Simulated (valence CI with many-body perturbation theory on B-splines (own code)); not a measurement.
Ta I: input, log and results

Computed by valence CI with perturbative core correlation (CI+MBPT): five valence electrons over a frozen Dirac-Fock core [Xe] 4f14, radial functions for each j: 7 s, 7 p, 8 d, 6 f, 4 g, 1 h, with the one-electron correlation potential Σ1 (screened to all orders), the two-electron term Σ2, the three-electron term Σ3, Breit, model QED; selected single and double excitations, second order for the rest, scaled by the run's own slope (own B-spline code, finite nucleus).

Command, and the settings that its task file holds:

```sh
python run_cv.py task.json out
```

```
atom Ta  Z=73  mass_number=181  rms_radius_fm=5.3507
core [Xe] 4f14
valence 5d3 6s2
avg = 1
basis = M
breit = 1
cap = 40000
capref = 1200
cscale = 1
de = 0.0
dress = 0
eps = 2e-08
extrap = 1
h = 0.27
hh = 1
l2 = 3
lcore = 6
maxit = 60
n2 = 5
natural = 1
nlev = 45
nno = [4, 4, 5, 4, 3, 1]
nroot = 26
nsp = [3, 3, 3, 2, 1, 0]
pt2 = 1
qed = 1
rpa = 1
s1 = 1
s2 = 1
s3 = 1
screen = 1
tol = 2e-05
whole = 1
```

It took 25 min on 1 thread of Intel(R) Xeon(R) Processor @ 2.30GHz, on a shared host.

Log. The first blocks belong to the next ion, which gives the ionisation energy. Fields: 2J, parity (1 odd), roots, reference size, generating configurations, candidates as configurations/state functions, variational space P, stored matrix elements, Davidson steps; e2 is the range of second-order energies in hartree. The first line gives the box (bohr), its intervals, the orbitals and the steps of their self-consistent field. Window is the range of levels sought, series limit the energy at which the first omitted orbital would enter, core excitation an estimate of the first excitation out of the core, left out the lowest levels not solved, and shifts from estimates the range by which levels moved from their first estimate, all in cm⁻¹.

```
rmax 49.2 intervals 67 orbitals 59 references ['5d3 6s2', '5d2 6s2 6p', '5d4 6s', '5d3 6s 6p'] scf 12 t 1.8
2J=2 par=0 roots 2 ref 44 generators 12 cand 7650/35113 P 1064/3998 nnz 2.6e+06 it 11
2J=2 par=0 roots 2 ref 44 generators 77 cand 43126/232435 P 4731/19995 nnz 2.9e+07 it 13
   second order: generators 182 cand 71465/404629 e2 -0.00057 -0.00041
2J=4 par=0 roots 2 ref 64 generators 14 cand 6500/35571 P 815/3995 nnz 2.8e+06 it 15
2J=4 par=0 roots 2 ref 64 generators 86 cand 46041/336102 P 3918/19997 nnz 3.4e+07 it 20
   second order: generators 224 cand 88431/678708 e2 -0.00126 -0.00075
reference levels 631, estimated 158, window 22898 1/cm; series limit 53012, core excitation 199351
2J=3 par=0 roots 9 ref 41 generators 69 cand 63230/1012495 P 1205/7997 nnz 8.8e+06 it 11
2J=3 par=0 roots 9 ref 41 generators 282 cand 193496/3934512 P 4374/34271 nnz 1e+08 it 20
   second order: generators 787 cand 361571/7960425 e2 -0.00577 -0.00283
2J=5 par=0 roots 9 ref 47 generators 52 cand 59905/1308689 P 930/7993 nnz 1e+07 it 11
2J=5 par=0 roots 9 ref 47 generators 213 cand 182331/4863342 P 3292/31771 nnz 1.1e+08 it 18
   second order: generators 657 cand 344901/10057028 e2 -0.00655 -0.00357
2J=7 par=0 roots 7 ref 37 generators 40 cand 48731/1093196 P 936/7977 nnz 1e+07 it 11
2J=7 par=0 roots 7 ref 37 generators 189 cand 169128/4881869 P 3211/31541 nnz 1.1e+08 it 20
   second order: generators 596 cand 327553/10482100 e2 -0.00636 -0.00328
2J=9 par=0 roots 7 ref 27 generators 35 cand 45071/1006904 P 1142/7981 nnz 9.5e+06 it 9
2J=9 par=0 roots 7 ref 27 generators 186 cand 165040/4674564 P 3744/32741 nnz 1.1e+08 it 16
   second order: generators 604 cand 320034/9855204 e2 -0.00523 -0.00293
2J=1 par=0 roots 6 ref 24 generators 42 cand 44696/409675 P 1804/7999 nnz 8e+06 it 10
2J=1 par=0 roots 6 ref 24 generators 188 cand 163222/1810160 P 6903/36373 nnz 7.7e+07 it 15
   second order: generators 608 cand 328111/4062576 e2 -0.00339 -0.00171
2J=11 par=0 roots 3 ref 13 generators 28 cand 46093/1031252 P 1140/7998 nnz 1e+07 it 7
2J=11 par=0 roots 3 ref 13 generators 147 cand 175714/4853737 P 3557/30940 nnz 9.4e+07 it 11
   second order: generators 475 cand 338208/9859215 e2 -0.00387 -0.00352
2J=3 par=1 roots 6 ref 90 generators 62 cand 77558/1008343 P 1200/7995 nnz 7.4e+06 it 13
2J=3 par=1 roots 6 ref 90 generators 180 cand 156055/2503628 P 4506/38143 nnz 9.9e+07 it 18
   second order: generators 436 cand 263109/4758781 e2 -0.00477 -0.00276
2J=5 par=1 roots 6 ref 99 generators 63 cand 83038/1328826 P 1107/7994 nnz 8e+06 it 15
...
2J=9 par=1 roots 2 ref 60 generators 119 cand 133921/2886796 P 4111/37851 nnz 1e+08 it 23
   second order: generators 288 cand 208555/5449897 e2 -0.00500 -0.00361
2J=13 par=0 roots 2 ref 4 generators 13 cand 23618/445268 P 1253/7989 nnz 1.1e+07 it 6
2J=13 par=0 roots 2 ref 4 generators 88 cand 121958/2987697 P 3779/30559 nnz 7.8e+07 it 10
   second order: generators 289 cand 255811/6476146 e2 -0.00321 -0.00258
2J=11 par=1 roots 1 ref 33 generators 15 cand 37082/809915 P 1142/7983 nnz 7e+06 it 9
2J=11 par=1 roots 1 ref 33 generators 61 cand 94909/2055209 P 4200/39452 nnz 1.1e+08 it 14
   second order: generators 177 cand 164749/4221410 e2 -0.00249 -0.00249
left out: unestimated 32005, estimated 25061, shifts from estimates -199 to 334
operators 11.0
```

The Davidson iterations converged.

Against 6 measured levels this calculation errs by 56 cm⁻¹ on average and by 151 at most. These come from a selection out of the NIST Handbook of Basic Atomic Spectroscopic Data. Levels without a partner in it may be off by more, other configurations by 1,000 to 4,000 cm⁻¹. Among the levels kept, up to 1500 cm⁻¹ of a level comes from second order outside the variational space, and about a tenth of that is noise between levels of different J, which matters for small intervals.

| Quantity | Value |
| --- | --- |
| Valence energy | -4.809025 hartree |
| Ionisation energy | 7.4696 eV (NIST: 7.54957 eV (measured)) |
| Reference configurations for the orbitals | 5d3 6s2, 5d2 6s2 6p, 5d4 6s, 5d3 6s 6p |
| Radial orbitals | 59 |
| Box radius | 49.23 bohr |
| Largest variational space | 40000 |
| Lowest levels | 5d³6s² ⁴F_3/2 0.0000, 5d³6s² ⁴F_5/2 0.2418, 5d³6s² ⁴F_7/2 0.4829, 5d³6s² ⁴F_9/2 0.6933, 5d³6s² ⁴P_1/2 0.7477, 5d³6s² ⁴P_3/2 0.7711, 5d⁴6s ⁶D_1/2 1.139, 5d³6s² ⁴P_5/2 1.149, 5d⁴6s ⁶D_3/2 1.175, 5d³6s² ²G_7/2 1.233, 5d⁴6s ⁶D_5/2 1.308, 5d³6s² ²G_9/2 1.352, 5d³6s² ²D_3/2 1.360, 5d⁴6s ⁶D_7/2 1.423 eV |

Names give the largest LS component (configuration and term), which can be under half, so a name can repeat, a term be missing and a line seem to break the LS rules; names also repeat where a configuration has a term twice.
